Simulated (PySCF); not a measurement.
CrOBr4, SMILES [O]=[Cr]([Br])([Br])([Br])[Br], multiplicity 1. Atoms are numbered in the order given.

```xyz
6

Cr     0.0000     0.0000     0.3848
O      0.0000     0.0000     1.9070
Br     1.6281     1.6281    -0.1749
Br    -1.6281    -1.6281    -0.1749
Br    -1.6281     1.6281    -0.1749
Br     1.6281    -1.6281    -0.1749
```

Geometry optimised at r2SCAN-D4/def2-SVP. The spin state was assumed, not searched.

Calculation: TDA-LC-ωPBE/def2-SVPD (PySCF).

Vertical excitations; the highest root listed may be one member of a degenerate set. Gas-phase values at a fixed geometry. State labels are in the subgroup C2v.

```tsv
state	symmetry	energy (eV)	λ (nm)	f	main pairs
S1	A2	0.64	1930	0.000	HOMO→LUMO 96 %
S2	B1	0.96	1294	0.018	HOMO−2→LUMO (degenerate set)
S3	B2	0.96	1294	0.018	HOMO−1→LUMO (degenerate set)
S4	A2	1.04	1192	0.000	HOMO−3→LUMO 97 %
S5	B1	1.42	875	0.000	HOMO−5→LUMO (degenerate set)
S6	B2	1.42	875	0.000	HOMO−4→LUMO (degenerate set)
T1	A2	0.11	11759	0	HOMO→LUMO 100 %
T2	B1	0.47	2630	0	HOMO−2→LUMO 96 %
```
Triplets are in the Tamm–Dancoff approximation.
